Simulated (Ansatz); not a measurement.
Reaction (formal exchange of groups at the Se–C bond): `CC[Se]C` + `C[SiH3]` → `CC[Se][SiH2]C` + CH₄

Gas-phase electronic energies from Ansatz, PBE0-D4/def2-TZVP geometries. CCSD(T)/CBS is the MP2 limit (def2-TZVPP, def2-QZVPP) plus CCSD(T) − MP2 in def2-TZVPP, frozen cores. This one scheme is used for every species. Functionals use def2-TZVPP. For Se outer-core shells are correlated without core-valence functions, which leaves a few kJ/mol of doubt a bond. Scalar relativity is left out up to krypton. Each species was taken in one conformer, which may not be the lowest.

(1) Is it downhill or uphill in electronic energy at CCSD(T)/CBS, and by how much? (Best estimate.)

(2) What do these levels give: PBE0-D4, ωB97X-V, PBE, HF/def2-TZVPP, SCS-MP2/def2-TZVPP, CCSD/def2-TZVPP, CCSD(T)/def2-TZVPP, MP2/def2-QZVPP, SCS-MP2/def2-QZVPP, HF/CBS(def2), MP2/CBS(def2), CCSD/CBS(def2)? (Estimate.)

Largest T1 diagnostic among the species: 0.010.

Answers

(1) The calculation gave: Downhill: ΔE = -27.5 kcal/mol.

(2) Ansatz gave: PBE0-D4 -27.9, ωB97X-V -26.2, PBE -26.3, HF/def2-TZVPP -25.0, SCS-MP2/def2-TZVPP -25.8, CCSD/def2-TZVPP -25.7, CCSD(T)/def2-TZVPP -26.0, MP2/def2-QZVPP -28.1, SCS-MP2/def2-QZVPP -26.5, HF/CBS(def2) -24.8, MP2/CBS(def2) -28.7, CCSD/CBS(def2) -27.1 kcal/mol.

The D4 term adds −1.9 kcal/mol with B3LYP and −1.1 kcal/mol with PBE0; it sums over pairs of atoms, weighted by their polarisabilities, and B3LYP, whose exchange is more repulsive, gets the larger term. In def2-TZVPP, CCSD(T) changes the Hartree–Fock value by −1.1 kcal/mol (the triples alone add −0.3 kcal/mol) and MP2 by −2.3 kcal/mol.

B3LYP here is the variant with VWN-RPA as its local correlation; programs differ in this.
